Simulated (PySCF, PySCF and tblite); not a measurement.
A run on one conformer of C6H6F3NS, numbered as in [CH3:1][CH2:2][c:3]1[n:4][cH:5][c:6]([C:7]([F:8])([F:9])[F:10])[s:11]1, from an ensemble study. The sound level was CAM-B3LYP/pcSseg-1 (IEF-PCM, dichloromethane) on GFN2-xTB geometries.

Input:

```
{"job": {"xc": "revPBE", "basis": "pcSseg-1", "solvent": "acetonitrile", "gauge": [10, 10, 10], "kind": "nmr", "pop": false}, "charge": 0, "multiplicity": 1}
C     -2.761825     0.707841     0.324056
C     -2.119520    -0.363262    -0.558648
C     -0.654954    -0.439448    -0.340372
N     -0.030695    -1.470421     0.105777
C      1.294341    -1.268295     0.225298
C      1.717863    -0.023818    -0.143384
C      3.104884     0.503212    -0.124522
F      3.975502    -0.414362     0.319703
F      3.245250     1.579640     0.670069
F      3.536629     0.882711    -1.340809
S      0.382748     0.939086    -0.666925
H     -2.346697     1.687250     0.096944
H     -3.834077     0.736163     0.151341
H     -2.585213     0.489203     1.374260
H     -2.315626    -0.131248    -1.608432
H     -2.540594    -1.343742    -0.333077
H      1.924986    -2.058481     0.589509
```

Command: OMP_NUM_THREADS=1 python ens_run.py task.json out

Output:

```
coarse grid: 16184 points
cycle   1  E = -984.1290378509  dE =  1.738e+00  |g| = 9.844e-01  |ddm| = 4.192e+00
cycle   2  E = -983.6691905427  dE =  4.598e-01  |g| = 1.888e+00  |ddm| = 2.159e+00
cycle   3  E = -984.2906966253  dE = -6.215e-01  |g| = 2.471e-01  |ddm| = 1.619e+00
cycle   4  E = -984.3035178404  dE = -1.282e-02  |g| = 1.101e-01  |ddm| = 3.387e-01
cycle   5  E = -984.3064178023  dE = -2.900e-03  |g| = 2.984e-02  |ddm| = 1.303e-01
cycle   6  E = -984.3065996144  dE = -1.818e-04  |g| = 1.178e-02  |ddm| = 3.446e-02
cycle   7  E = -984.3066308801  dE = -3.127e-05  |g| = 4.731e-03  |ddm| = 1.436e-02
cycle   8  E = -984.3066357574  dE = -4.877e-06  |g| = 1.113e-03  |ddm| = 4.543e-03
final grid: 157032 points
cycle   9  E = -984.4195150377  dE = -7.278e-05  |g| = 1.677e-02  |ddm| = 5.428e-02
cycle  10  E = -984.4193158983  dE =  1.991e-04  |g| = 3.198e-02  |ddm| = 5.009e-02
cycle  11  E = -984.4195830618  dE = -2.672e-04  |g| = 4.476e-03  |ddm| = 3.695e-02
cycle  12  E = -984.4195880191  dE = -4.957e-06  |g| = 1.020e-03  |ddm| = 5.160e-03
cycle  13  E = -984.4195882041  dE = -1.850e-07  |g| = 3.882e-04  |ddm| = 1.125e-03
cycle  14  E = -984.4195882362  dE = -3.216e-08  |g| = 9.913e-05  |ddm| = 3.970e-04
cycle  15  E = -984.4195882382  dE = -2.002e-09  |g| = 5.122e-05  |ddm| = 1.401e-04
cycle  16  E = -984.4195882389  dE = -6.130e-10  |g| = 1.167e-05  |ddm| = 4.983e-05
converged SCF energy = -984.4195882389

GIAO shielding tensors (ppm)
atom      isotropic    diamagn.    paramagn.     s11        s22        s33       span
  0 C      129.753     311.076    -181.323    -19.042     80.547    327.754    346.796
  1 C      -96.670    -485.478     388.808   -289.847   -224.218    224.055    513.902
  2 C     -266.164    -101.956    -164.208   -492.707   -421.892    116.106    608.814
  3 N     -335.760    -314.603     -21.157   -774.261   -419.151    186.132    960.393
  4 C       22.580     319.890    -297.310   -333.993     40.183    361.550    695.543
  5 C      210.037     686.749    -476.712   -109.555    244.751    494.915    604.470
  6 C      157.871     705.669    -547.799     83.550    139.228    250.835    167.285
  7 F      339.659     861.477    -521.818     -4.243    373.508    649.711    653.954
  8 F      599.496    1914.253   -1314.758    325.885    576.334    896.269    570.384
  9 F      179.307     415.989    -236.682    -50.407    201.795    386.534    436.941
 10 S      186.872    1335.045   -1148.173   -233.178    293.376    500.417    733.594
 11 H      104.035     704.180    -600.145   -117.619    120.759    308.963    426.582
 12 H     -139.052    -869.831     730.779   -322.814   -237.937    143.596    466.410
 13 H      105.405     639.325    -533.920   -107.623    119.899    303.939    411.563
 14 H     -256.448   -1198.457     942.009   -463.653   -399.068     93.378    557.031
 15 H     -231.372   -1262.157    1030.785   -421.618   -372.038     99.540    521.157
 16 H       -7.879     -79.968      72.089   -281.169    -46.652    304.183    585.352
```

Question: What is wrong with this calculation?

Answer: The setting at fault: common gauge origin in a small basis. (The functional and solvent model also differ from the sound level's.) Self-consistency was reached.
